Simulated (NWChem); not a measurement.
Species: ZnSiNH₅O; SMILES [O]([Zn][NH2])[SiH3]

```xyz
9

Zn     0.0569     0.8304     0.0001
N     -0.1428     2.6299     0.0014
H     -0.6237     3.0262     0.8060
H     -0.5701     3.0335    -0.8292
O      0.4722    -0.8865     0.0045
Si    -0.1564    -2.3979    -0.0010
H     -1.6516    -2.3907    -0.1673
H      0.1405    -3.1163     1.2798
H      0.4106    -3.2116    -1.1229
```
Atoms are numbered in this order, from 1.

Results from NWChem. Pople sets run with spherical d functions. All runs use the structure optimised with PBE0/def2-SVP. Not confirmed as a minimum by frequencies.

For level PBE0/3-21G:

- highest occupied level (eV): -6.52
- orbital gap (eV): 5.94
- dipole (D): 2.61

**Question.** What are these values for level PBE0/6-31G*?

**Answer.** The highest occupied level (eV) is -6.95. The orbital gap (eV) is 6.31 and the dipole (D) comes out as 2.48.
